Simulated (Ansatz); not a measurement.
Geometry optimisation of C$_{4}$H$_{10}$Cl$_{3}$HfN, SMILES `CC[N](CC)[Hf]([Cl])([Cl])[Cl]`.

```yaml
crystal:
  periodic: [false, false, false]
  atoms:
    - {symbol: C, position_ang: [-1.154560, -1.960030, -0.343510]}
    - {symbol: C, position_ang: [-0.610040, -1.095730, 0.796430]}
    - {symbol: N, position_ang: [-0.643700, 0.310830, 0.409330]}
    - {symbol: C, position_ang: [0.215750, 1.157720, 1.228040]}
    - {symbol: C, position_ang: [1.656040, 1.199040, 0.680070]}
    - {symbol: Hf, position_ang: [-0.311670, 0.586740, -1.499040]}
    - {symbol: Cl, position_ang: [-0.071810, 2.814990, -1.983300]}
    - {symbol: Cl, position_ang: [-1.988320, 0.051680, -2.976600]}
    - {symbol: Cl, position_ang: [1.531860, -0.481560, -2.307460]}
    - {symbol: H, position_ang: [-0.482280, -1.922530, -1.213070]}
    - {symbol: H, position_ang: [-2.149080, -1.607810, -0.634200]}
    - {symbol: H, position_ang: [-1.237500, -2.996610, -0.020430]}
    - {symbol: H, position_ang: [-1.227950, -1.244850, 1.695630]}
    - {symbol: H, position_ang: [0.417370, -1.416740, 1.038290]}
    - {symbol: H, position_ang: [-0.198650, 2.174710, 1.228830]}
    - {symbol: H, position_ang: [0.223220, 0.793070, 2.263210]}
    - {symbol: H, position_ang: [2.044020, 0.186370, 0.548970]}
    - {symbol: H, position_ang: [2.306970, 1.728590, 1.373640]}
    - {symbol: H, position_ang: [1.680360, 1.722140, -0.284830]}
basis:
  gaussian: {orbitals: def2-TZVP}
hamiltonian: {xc: pbe0, dispersion: d4}
relax: {f_tol: 0.005, max_steps: 150}
```

```sh
$ ansatz run in.yaml --threads 4 --pin off --events-out ev --progress --plain --max-ram 46080MiB --backend cuda --devices 0, --max-vram 37GiB
```

It prints (some lines left out):

```
Functional definition: PBE0
mean field -44666.72339017 eV, -1641.4718083961 hartree, gradient 4.4e-5 eV, S^2 0.000000; 0 other end points of the search recorded, 0 dependent functions left out
relax step   1: F+E_penalty+E_count = -44667.27536560 eV  Δ(F+E_penalty+E_count) = +0.000e0 eV  max|allowed force component| = 1.398e0 eV/Å  Δτ_max = 0.0000 Å  (32 SCF iters, accepted)
mean field -44667.17791501 eV, -1641.4885118758 hartree, gradient 2.7e-5 eV, S^2 0.000000; 0 other end points of the search recorded, 0 dependent functions left out
relax step   2: F+E_penalty+E_count = -44667.73877742 eV  Δ(F+E_penalty+E_count) = -4.634e-1 eV  max|allowed force component| = 6.049e-1 eV/Å  Δτ_max = 0.1946 Å  (37 SCF iters, accepted)
mean field -44667.34854977 eV, -1641.4947825877 hartree, gradient 1.9e-5 eV, S^2 0.000000; 0 other end points of the search recorded, 0 dependent functions left out
relax step   3: F+E_penalty+E_count = -44667.89968407 eV  Δ(F+E_penalty+E_count) = -1.609e-1 eV  max|allowed force component| = 3.679e-1 eV/Å  Δτ_max = 0.1914 Å  (37 SCF iters, accepted)
mean field -44667.41247511 eV, -1641.4971318006 hartree, gradient 1.6e-5 eV, S^2 0.000000; 0 other end points of the search recorded, 0 dependent functions left out
relax step   4: F+E_penalty+E_count = -44667.95990869 eV  Δ(F+E_penalty+E_count) = -6.022e-2 eV  max|allowed force component| = 4.547e-1 eV/Å  Δτ_max = 0.1999 Å  (38 SCF iters, accepted)
mean field -44667.43985311 eV, -1641.4981379237 hartree, gradient 1.5e-5 eV, S^2 0.000000; 0 other end points of the search recorded, 0 dependent functions left out
relax step   5: F+E_penalty+E_count = -44667.98201991 eV  Δ(F+E_penalty+E_count) = -2.211e-2 eV  max|allowed force component| = 1.080e-1 eV/Å  Δτ_max = 0.2000 Å  (38 SCF iters, accepted)
mean field -44667.45356487 eV, -1641.4986418214 hartree, gradient 1.5e-5 eV, S^2 0.000000; 0 other end points of the search recorded, 0 dependent functions left out
relax step   6: F+E_penalty+E_count = -44667.99390825 eV  Δ(F+E_penalty+E_count) = -1.189e-2 eV  max|allowed force component| = 1.622e-1 eV/Å  Δτ_max = 0.1650 Å  (38 SCF iters, accepted)
mean field -44667.47347034 eV, -1641.4993733341 hartree, gradient 1.6e-5 eV, S^2 0.000000; 0 other end points of the search recorded, 0 dependent functions left out
relax step   7: F+E_penalty+E_count = -44668.01167722 eV  Δ(F+E_penalty+E_count) = -1.777e-2 eV  max|allowed force component| = 2.426e-1 eV/Å  Δτ_max = 0.1407 Å  (37 SCF iters, accepted)
mean field -44667.48720227 eV, -1641.4998779730 hartree, gradient 1.6e-5 eV, S^2 0.000000; 0 other end points of the search recorded, 0 dependent functions left out
relax step   8: F+E_penalty+E_count = -44668.02443797 eV  Δ(F+E_penalty+E_count) = -1.276e-2 eV  max|allowed force component| = 2.530e-1 eV/Å  Δτ_max = 0.1819 Å  (38 SCF iters, accepted)
mean field -44667.49721118 eV, -1641.5002457937 hartree, gradient 1.6e-5 eV, S^2 0.000000; 0 other end points of the search recorded, 0 dependent functions left out
relax step   9: F+E_penalty+E_count = -44668.03102678 eV  Δ(F+E_penalty+E_count) = -6.589e-3 eV  max|allowed force component| = 2.355e-1 eV/Å  Δτ_max = 0.1875 Å  (37 SCF iters, accepted)
mean field -44667.50500058 eV, -1641.5005320491 hartree, gradient 1.6e-5 eV, S^2 0.000000; 0 other end points of the search recorded, 0 dependent functions left out
relax step  10: F+E_penalty+E_count = -44668.03865609 eV  Δ(F+E_penalty+E_count) = -7.629e-3 eV  max|allowed force component| = 2.325e-1 eV/Å  Δτ_max = 0.1562 Å  (37 SCF iters, accepted)
mean field -44667.51003128 eV, -1641.5007169238 hartree, gradient 2.2e-5 eV, S^2 0.000000; 0 other end points of the search recorded, 0 dependent functions left out
relax step  11: F+E_penalty+E_count = -44668.04277037 eV  Δ(F+E_penalty+E_count) = -4.114e-3 eV  max|allowed force component| = 1.610e-1 eV/Å  Δτ_max = 0.0483 Å  (34 SCF iters, accepted)
mean field -44667.51443863 eV, -1641.5008788911 hartree, gradient 1.2e-5 eV, S^2 0.000000; 0 other end points of the search recorded, 0 dependent functions left out
relax step  12: F+E_penalty+E_count = -44668.04706675 eV  Δ(F+E_penalty+E_count) = -4.296e-3 eV  max|allowed force component| = 3.894e-2 eV/Å  Δτ_max = 0.0567 Å  (34 SCF iters, accepted)
mean field -44667.51713992 eV, -1641.5009781614 hartree, gradient 1.6e-5 eV, S^2 0.000000; 0 other end points of the search recorded, 0 dependent functions left out
relax step  13: F+E_penalty+E_count = -44668.04877472 eV  Δ(F+E_penalty+E_count) = -1.708e-3 eV  max|allowed force component| = 4.238e-2 eV/Å  Δτ_max = 0.0797 Å  (32 SCF iters, accepted)
mean field -44667.51905508 eV, -1641.5010485423 hartree, gradient 1.5e-5 eV, S^2 0.000000; 0 other end points of the search recorded, 0 dependent functions left out
relax step  14: F+E_penalty+E_count = -44668.04877151 eV  Δ(F+E_penalty+E_count) = +3.208e-6 eV  max|allowed force component| = 1.290e-1 eV/Å  Δτ_max = 0.1843 Å  (37 SCF iters, rejected (line search))
mean field -44667.51936913 eV, -1641.5010600834 hartree, gradient 7.2e-6 eV, S^2 0.000000; 0 other end points of the search recorded, 0 dependent functions left out
relax step  15: F+E_penalty+E_count = -44668.05044216 eV  Δ(F+E_penalty+E_count) = -1.667e-3 eV  max|allowed force component| = 3.522e-2 eV/Å  Δτ_max = 0.0903 Å  (33 SCF iters, accepted)
mean field -44667.52017973 eV, -1641.5010898724 hartree, gradient 2.5e-5 eV, S^2 0.000000; 0 other end points of the search recorded, 0 dependent functions left out
relax step  16: F+E_penalty+E_count = -44668.05080918 eV  Δ(F+E_penalty+E_count) = -3.670e-4 eV  max|allowed force component| = 4.373e-2 eV/Å  Δτ_max = 0.0972 Å  (32 SCF iters, accepted)
mean field -44667.52116512 eV, -1641.5011260850 hartree, gradient 2.1e-5 eV, S^2 0.000000; 0 other end points of the search recorded, 0 dependent functions left out
relax step  17: F+E_penalty+E_count = -44668.05109901 eV  Δ(F+E_penalty+E_count) = -2.898e-4 eV  max|allowed force component| = 4.634e-2 eV/Å  Δτ_max = 0.0481 Å  (33 SCF iters, accepted)
[...]
relax step  21: F+E_penalty+E_count = -44668.05184719 eV  Δ(F+E_penalty+E_count) = -1.865e-4 eV  max|allowed force component| = 1.172e-2 eV/Å  Δτ_max = 0.0163 Å  (35 SCF iters, accepted)
mean field -44667.52148706 eV, -1641.5011379160 hartree, gradient 1.6e-5 eV, S^2 0.000000; 0 other end points of the search recorded, 0 dependent functions left out
relax step  22: F+E_penalty+E_count = -44668.05198452 eV  Δ(F+E_penalty+E_count) = -1.373e-4 eV  max|allowed force component| = 9.922e-3 eV/Å  Δτ_max = 0.0245 Å  (32 SCF iters, accepted)
mean field -44667.52169026 eV, -1641.5011453834 hartree, gradient 1.6e-5 eV, S^2 0.000000; 0 other end points of the search recorded, 0 dependent functions left out
relax step  23: F+E_penalty+E_count = -44668.05206935 eV  Δ(F+E_penalty+E_count) = -8.483e-5 eV  max|allowed force component| = 1.455e-2 eV/Å  Δτ_max = 0.0274 Å  (34 SCF iters, accepted)
mean field -44667.52181789 eV, -1641.5011500737 hartree, gradient 1.5e-5 eV, S^2 0.000000; 0 other end points of the search recorded, 0 dependent functions left out
relax step  24: F+E_penalty+E_count = -44668.05208090 eV  Δ(F+E_penalty+E_count) = -1.155e-5 eV  max|allowed force component| = 1.979e-2 eV/Å  Δτ_max = 0.0286 Å  (34 SCF iters, accepted)
mean field -44667.52188947 eV, -1641.5011527044 hartree, gradient 1.5e-5 eV, S^2 0.000000; 0 other end points of the search recorded, 0 dependent functions left out
relax step  25: F+E_penalty+E_count = -44668.05215812 eV  Δ(F+E_penalty+E_count) = -7.722e-5 eV  max|allowed force component| = 1.519e-2 eV/Å  Δτ_max = 0.0103 Å  (35 SCF iters, accepted)
mean field -44667.52167801 eV, -1641.5011449332 hartree, gradient 1.5e-5 eV, S^2 0.000000; 0 other end points of the search recorded, 0 dependent functions left out
relax step  26: F+E_penalty+E_count = -44668.05217609 eV  Δ(F+E_penalty+E_count) = -1.797e-5 eV  max|allowed force component| = 9.776e-3 eV/Å  Δτ_max = 0.0119 Å  (35 SCF iters, accepted)
mean field -44667.52179071 eV, -1641.5011490748 hartree, gradient 1.6e-5 eV, S^2 0.000000; 0 other end points of the search recorded, 0 dependent functions left out
relax step  27: F+E_penalty+E_count = -44668.05221381 eV  Δ(F+E_penalty+E_count) = -3.772e-5 eV  max|allowed force component| = 7.239e-3 eV/Å  Δτ_max = 0.0069 Å  (35 SCF iters, accepted)
mean field -44667.52179321 eV, -1641.5011491669 hartree, gradient 1.6e-5 eV, S^2 0.000000; 0 other end points of the search recorded, 0 dependent functions left out
relax step  28: F+E_penalty+E_count = -44668.05223259 eV  Δ(F+E_penalty+E_count) = -1.879e-5 eV  max|allowed force component| = 7.549e-3 eV/Å  Δτ_max = 0.0096 Å  (34 SCF iters, accepted)
mean field -44667.52179405 eV, -1641.5011491975 hartree, gradient 1.6e-5 eV, S^2 0.000000; 0 other end points of the search recorded, 0 dependent functions left out
relax step  29: F+E_penalty+E_count = -44668.05224797 eV  Δ(F+E_penalty+E_count) = -1.537e-5 eV  max|allowed force component| = 6.347e-3 eV/Å  Δτ_max = 0.0134 Å  (34 SCF iters, accepted)
mean field -44667.52178022 eV, -1641.5011486894 hartree, gradient 1.5e-5 eV, S^2 0.000000; 0 other end points of the search recorded, 0 dependent functions left out
relax step  30: F+E_penalty+E_count = -44668.05225703 eV  Δ(F+E_penalty+E_count) = -9.060e-6 eV  max|allowed force component| = 5.644e-3 eV/Å  Δτ_max = 0.0099 Å  (35 SCF iters, accepted)
mean field -44667.52176753 eV, -1641.5011482232 hartree, gradient 1.5e-5 eV, S^2 0.000000; 0 other end points of the search recorded, 0 dependent functions left out
relax step  31: F+E_penalty+E_count = -44668.05226318 eV  Δ(F+E_penalty+E_count) = -6.148e-6 eV  max|allowed force component| = 3.262e-3 eV/Å  Δτ_max = 0.0060 Å  (35 SCF iters, accepted)
mean field -44667.52176325 eV, -1641.5011480656 hartree, gradient 1.5e-5 eV, S^2 0.000000; 0 other end points of the search recorded, 0 dependent functions left out
relax step  32: F+E_penalty+E_count = -44668.05226933 eV  Δ(F+E_penalty+E_count) = -6.156e-6 eV  max|allowed force component| = 4.168e-3 eV/Å  Δτ_max = 0.0082 Å  (35 SCF iters, accepted)
mean field -44667.52179140 eV, -1641.5011491002 hartree, gradient 1.5e-5 eV, S^2 0.000000; 0 other end points of the search recorded, 0 dependent functions left out
relax step  33: F+E_penalty+E_count = -44668.05226843 eV  Δ(F+E_penalty+E_count) = +9.060e-7 eV  max|allowed force component| = 5.858e-3 eV/Å  Δτ_max = 0.0097 Å  (35 SCF iters, rejected (line search))
mean field -44667.52175499 eV, -1641.5011477621 hartree, gradient 1.5e-5 eV, S^2 0.000000; 0 other end points of the search recorded, 0 dependent functions left out
relax step  34: F+E_penalty+E_count = -44668.05227360 eV  Δ(F+E_penalty+E_count) = -4.269e-6 eV  max|allowed force component| = 3.153e-3 eV/Å  Δτ_max = 0.0048 Å  (35 SCF iters, accepted)
mean field -44667.52175499 eV, -1641.5011477621 hartree, gradient 1.6e-5 eV, S^2 0.000000; 1 other end points of the search recorded, 0 dependent functions left out
Total energy: -44668.05231706 eV, -1641.5206455585 hartree
Atom 0 at    -0.946658    -2.115511    -0.350301 Å, force     0.000908    -0.000279    -0.000365 eV/Å
Atom 1 at    -0.294770    -1.104308     0.571168 Å, force     0.000761     0.001807     0.000085 eV/Å
Atom 2 at    -0.188043     0.220291    -0.017305 Å, force    -0.001110    -0.001306     0.001675 eV/Å
Atom 3 at     0.234806     1.240366     0.939462 Å, force    -0.003153    -0.000563    -0.001902 eV/Å
Atom 4 at     1.693543     1.136122     1.352754 Å, force     0.002984    -0.000260    -0.000091 eV/Å
Atom 5 at    -0.589941     0.725322    -1.908996 Å, force     0.001885    -0.000963     0.000947 eV/Å
Atom 6 at     0.055409     2.953128    -2.247918 Å, force    -0.000494     0.000300    -0.000858 eV/Å
Atom 7 at    -2.898729     0.497904    -2.289314 Å, force    -0.000202     0.000265     0.000078 eV/Å
Atom 8 at     0.611646    -0.651792    -3.384243 Å, force    -0.000176     0.000738    -0.000567 eV/Å
Atom 9 at    -0.360349    -2.274428    -1.259558 Å, force     0.000110     0.000345     0.000377 eV/Å
Atom 10 at    -1.958027    -1.808046    -0.630075 Å, force    -0.000605    -0.000006    -0.000061 eV/Å
Atom 11 at    -1.024964    -3.081762     0.150890 Å, force    -0.000313    -0.000151     0.000386 eV/Å
Atom 12 at    -0.882652    -1.024814     1.496902 Å, force     0.000383     0.000219    -0.000579 eV/Å
Atom 13 at     0.698123    -1.469943     0.862103 Å, force    -0.000858     0.000176    -0.000432 eV/Å
Atom 14 at     0.060313     2.231028     0.508419 Å, force     0.000523    -0.000523     0.000658 eV/Å
Atom 15 at    -0.412060     1.175976     1.825395 Å, force     0.000535     0.000154     0.000037 eV/Å
Atom 16 at     1.910387     0.186260     1.844638 Å, force    -0.000327     0.000722    -0.000034 eV/Å
Atom 17 at     1.943659     1.936471     2.052915 Å, force    -0.000351    -0.000399     0.000027 eV/Å
Atom 18 at     2.348338     1.227756     0.483065 Å, force    -0.000503    -0.000275     0.000619 eV/Å
Dipole moment:     0.179520    -0.208368     0.731533 e Å
```

It took 92 s on 4 threads of an AMD EPYC 7R13 on a shared host and a share of an NVIDIA H100 80 GB, with 1.3 GiB of host memory at the peak.
